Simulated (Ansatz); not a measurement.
C$_{2}$H$_{3}$FGaN, SMILES `F[CH]1N=[CH][GaH]1`. Total charge 0; spin multiplicity 1. All single points use the PBE0-D4/def2-TZVP geometry.

```xyz
8

F    -0.284    2.089   -0.515
C    -0.628    0.779   -0.306
N     0.122   -0.113   -1.178
C     0.568   -1.095   -0.488
Ga    0.167   -0.251    1.271
H    -1.694    0.677   -0.524
H     1.046   -1.931   -1.001
H     0.703   -0.155    2.741
```

Question: What is the dipole moment at B3LYP/def2-TZVPP? (An estimate is asked.)

Answer: Computed: 3.10 D, with components (-0.46, -2.14, 2.19) D in this frame, pointing from negative to positive charge.

Question: And with PBE, r2SCAN, ωB97M-V? (An estimate is asked.)

Answer: Computed: PBE 2.68 D, r2SCAN 2.85 D, ωB97M-V 3.33 D.

Question: Give the Mulliken charges with B3LYP, ωB97M-V, PBE in def2-TZVPP. (An estimate is asked.)

Answer: Computed: 
```json
{"atom": "F1", "B3LYP": "-0.23", "ωB97M-V": "-0.22", "PBE": "-0.18"}
{"atom": "C2", "B3LYP": "0.11", "ωB97M-V": "0.02", "PBE": "0.08"}
{"atom": "N3", "B3LYP": "-0.14", "ωB97M-V": "-0.12", "PBE": "-0.09"}
{"atom": "C4", "B3LYP": "-0.14", "ωB97M-V": "-0.18", "PBE": "-0.12"}
{"atom": "Ga5", "B3LYP": "0.20", "ωB97M-V": "0.24", "PBE": "0.14"}
{"atom": "H6", "B3LYP": "0.09", "ωB97M-V": "0.11", "PBE": "0.08"}
{"atom": "H7", "B3LYP": "0.12", "ωB97M-V": "0.12", "PBE": "0.11"}
{"atom": "H8", "B3LYP": "-0.02", "ωB97M-V": "0.03", "PBE": "-0.01"}
```

B3LYP here is the variant with VWN-RPA as its local correlation; programs differ in this.
